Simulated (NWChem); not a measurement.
Everything below was run with NWChem. System: HIPb, charge 0, spin multiplicity 1, at a geometry optimised with PBE0/def2-SVP with def2 effective core potentials on I, Pb. The structure started from a generated list of species. Level: PBE/def2-TZVP with def2 effective core potentials on I, Pb.

The NWChem input:

```
start mol
memory heap 200 mb stack 900 mb global 1100 mb
geometry units angstroms nocenter noautoz
  Pb    -0.748438     0.809568     0.000000
  H      0.563909     2.125583     0.000000
  I      1.147321    -1.292644     0.000000
  symmetry group Cs
end
basis spherical
  * library def2-tzvp
end
ecp
  I library def2-ecp
  Pb library def2-ecp
end
dft
  xc xpbe96 cpbe96
  semidirect memsize 60000000 filesize 0
  iterations 100
end
task dft energy
```

Part of the output:

```
             Northwest Computational Chemistry Package (NWChem) 7.3.0
             --------------------------------------------------------

                                NWChem Input Module
                                -------------------

 Scaling coordinates for geometry "geometry" by  1.889725989
 (inverse scale =  0.529177249)

 Turning off AUTOSYM since
 SYMMETRY directive was detected!

                             Geometry "geometry" -> ""
                             -------------------------

 Output coordinates in angstroms (scale by  1.889725989 to convert to a.u.)

  No.       Tag          Charge          X              Y              Z
 ---- ---------------- ---------- -------------- -------------- --------------
    1 Pb                  82.0000    -0.74843800     0.80956800     0.00000000
    2 H                    1.0000     0.56390900     2.12558300     0.00000000
    3 I                   53.0000     1.14732100    -1.29264400     0.00000000

 Effective nuclear repulsion energy (a.u.)     843.8694747297

            Nuclear Dipole moment (a.u.)
            ----------------------------
        X                 Y               Z
 ---------------- ---------------- ----------------
     0.0000113384     0.0000510226     0.0000000000

      Symmetry information
      --------------------

 Group name             Cs
 Group number              2
 Group order               2
 No. of unique centers     3

      Symmetry unique atoms

     1    2    3


 Summary of "ao basis" -> "" (spherical)
 ------------------------------------------------------------------------------
       Tag                 Description            Shells   Functions and Types
 ---------------- ------------------------------  ------  ---------------------
 *                         def2-tzvp                  on all atoms

 Summary of "ao basis" -> "ao basis" (spherical)
 ------------------------------------------------------------------------------
       Tag                 Description            Shells   Functions and Types
 ---------------- ------------------------------  ------  ---------------------
[...]
              MO Center=  6.1D-01, -2.5D-01, -2.2D-15, r^2= 4.8D+00
   Bfn.  Coefficient  Atom+Function         Bfn.  Coefficient  Atom+Function
  ----- ------------  ---------------      ----- ------------  ---------------
    72      0.374606  3 I  px                66     -0.316878  3 I  px
    69      0.256332  3 I  px                73      0.222837  3 I  py
    75      0.215606  3 I  px                 6      0.202753  1 Pb s
    52     -0.195500  2 H  s                 53     -0.193223  2 H  s
    67     -0.192733  3 I  py                 5      0.185289  1 Pb s

 Vector   25  Occ=0.000000D+00  E=-1.387059D-01  Symmetry=a"
              MO Center= -5.9D-01,  6.5D-01,  5.4D-15, r^2= 4.2D+00
   Bfn.  Coefficient  Atom+Function         Bfn.  Coefficient  Atom+Function
  ----- ------------  ---------------      ----- ------------  ---------------
    18      0.536230  1 Pb pz                12     -0.411304  1 Pb pz
    15      0.338931  1 Pb pz                21      0.301577  1 Pb pz
    74     -0.175039  3 I  pz                77     -0.163108  3 I  pz
    68      0.156616  3 I  pz                71     -0.135855  3 I  pz
     9      0.085412  1 Pb pz                89      0.030844  3 I  d -1

 Vector   26  Occ=0.000000D+00  E=-7.170659D-02  Symmetry=a'
              MO Center= -4.3D-01,  4.9D-01, -1.7D-15, r^2= 6.8D+00
   Bfn.  Coefficient  Atom+Function         Bfn.  Coefficient  Atom+Function
  ----- ------------  ---------------      ----- ------------  ---------------
    20      0.389341  1 Pb py                19     -0.357732  1 Pb px
    17      0.349882  1 Pb py                62      0.333941  3 I  s
    16     -0.312689  1 Pb px                76      0.283029  3 I  py
     5     -0.263525  1 Pb s                 11     -0.259979  1 Pb py
    75     -0.253047  3 I  px                10      0.221308  1 Pb px

 Vector   27  Occ=0.000000D+00  E=-1.035506D-02  Symmetry=a'
              MO Center= -7.7D-01,  7.6D-01,  4.1D-15, r^2= 5.8D+00
   Bfn.  Coefficient  Atom+Function         Bfn.  Coefficient  Atom+Function
  ----- ------------  ---------------      ----- ------------  ---------------
    53      1.211683  2 H  s                 19     -0.561339  1 Pb px
    20     -0.532804  1 Pb py                 6     -0.480002  1 Pb s
    16     -0.423836  1 Pb px                17     -0.420220  1 Pb py
     5     -0.354289  1 Pb s                  3      0.200632  1 Pb s
    76      0.177841  3 I  py                10      0.168542  1 Pb px

 center of mass
 --------------
 x =  -0.05341305 y =   0.03643682 z =   0.00000000

 moments of inertia (a.u.)
 ------------------
        1259.792979050575        1117.127037202389           0.000000000000
        1117.127037202389        1012.742996045146           0.000000000000
           0.000000000000           0.000000000000        2272.535975095721

     Multipole analysis of the density
     ---------------------------------

     L   x y z        total         alpha         beta         nuclear
     -   - - -        -----         -----         ----         -------
     0   0 0 0     -0.000000    -24.000000    -24.000000     48.000000

     1   1 0 0     -1.082770    -12.617960    -12.617960     24.153151
     1   0 1 0      0.642296     12.018572     12.018572    -23.394847
     1   0 0 1     -0.000000     -0.000000     -0.000000      0.000000

     2   2 0 0    -42.106964   -102.384718   -102.384718    162.662472
     2   1 1 0     -2.070593     86.827807     86.827807   -175.726207
     2   1 0 1     -0.000000     -0.000000     -0.000000      0.000000
     2   0 2 0    -43.301484   -130.050620   -130.050620    216.799755
     2   0 1 1      0.000000      0.000000      0.000000      0.000000
     2   0 0 2    -39.419852    -19.709926    -19.709926      0.000000

 Task  times  cpu:        4.5s     wall:        4.5s

 Total times  cpu:        4.6s     wall:        4.6s
```
